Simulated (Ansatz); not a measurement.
```yaml
atoms:
  - { symbol: Ti, position_ang: [0.0000, 0.0000, 0.0000] }
  - { symbol: Cl, position_ang: [1.2529, 1.2529, 1.2529] }
  - { symbol: Cl, position_ang: [1.2529, -1.2529, -1.2529] }
  - { symbol: Cl, position_ang: [-1.2529, 1.2529, -1.2529] }
  - { symbol: Cl, position_ang: [-1.2529, -1.2529, 1.2529] }
```

Basis set: pcseg-2 (spherical functions). Charge 0, multiplicity 1.

Computed with Ansatz (development build ahead of 0.2.0); each method stands on the lowest determinant of its kind that the runs found. Restricted functionals stand beside restricted open-shell atoms, which can lie above the unrestricted atoms usual in DFT and then raise those values.

The atomization energy at this shape (free ground-state atoms in the same class of orbitals less the molecule, no zero-point energy) of singlet TiCl₄:

```json
{"method": "ωB97X (unrestricted)", "atomization energy": "17.48 eV"}
{"method": "PBE0 (restricted)", "atomization energy": "18.09 eV"}
{"method": "PBE0 (unrestricted)", "atomization energy": "17.80 eV"}
{"method": "RHF", "atomization energy": "11.68 eV"}
```

(1) What does UHF give?

Results:

(1) 10.94 eV. Caution: other spin multiplicities were not run.

The shape needn't be a minimum at these levels.
